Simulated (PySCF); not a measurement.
**Successive ionisation energies of lead**

Calculated with PySCF 2.14, two-component X2C-1e (Gaussian nucleus, no Breit or QED terms), each ion in its own even-tempered basis; GMP2 freezes the deep shells of the larger ions and drops the highest virtual spinors; eV.

```tsv
ion	configuration	GHF (spin-free)	GHF (screened spin-orbit)	GMP2 (screened spin-orbit)	NIST	kind
Pb⁴⁸⁺	[Ar] 3d10 4s2 4p4	2702.8	2665.2	2666.1	2671 ± 4	theoretical
Pb⁴⁹⁺	[Ar] 3d10 4s2 4p3	2784.3	2728.4	2729.4	2735 ± 4	theoretical
Pb⁵⁰⁺	[Ar] 3d10 4s2 4p2	2845.3	2956.8	2958.4	2965 ± 4	theoretical
Pb⁵¹⁺	[Ar] 3d10 4s2 4p1	2907.8	3028.6	3029.3	3036 ± 4	theoretical
Pb⁵²⁺	[Ar] 3d10 4s2	3191.5	3190.9	3193.8	3211 ± 4	theoretical
Pb⁵³⁺	[Ar] 3d10 4s1	3263.2	3262.6	3263.9	3282.1 ± 2	semi-empirical
Pb⁵⁴⁺	[Ar] 3d10	5461.8	5416.6	5418.0	5414 ± 5	theoretical
Pb⁵⁵⁺	[Ar] 3d9	5599.8	5557.0	5558.4	5555 ± 5	theoretical
Pb⁵⁶⁺	[Ar] 3d8	5748.6	5705.8	5706.9	5703 ± 5	theoretical
Pb⁵⁷⁺	[Ar] 3d7	5899.3	5865.0	5865.1	5862 ± 6	theoretical
Pb⁵⁸⁺	[Ar] 3d6	6041.8	6017.0	6016.7	6015 ± 6	theoretical
Pb⁵⁹⁺	[Ar] 3d5	6240.8	6165.4	6165.2	6162 ± 7	theoretical
```

Q: Where is the largest relative jump?

A: From Pb⁵³⁺ to Pb⁵⁴⁺: 3263.9 to 5418.0 eV, where the electron removed from [Ar] 3d10 comes from a deeper shell or subshell.
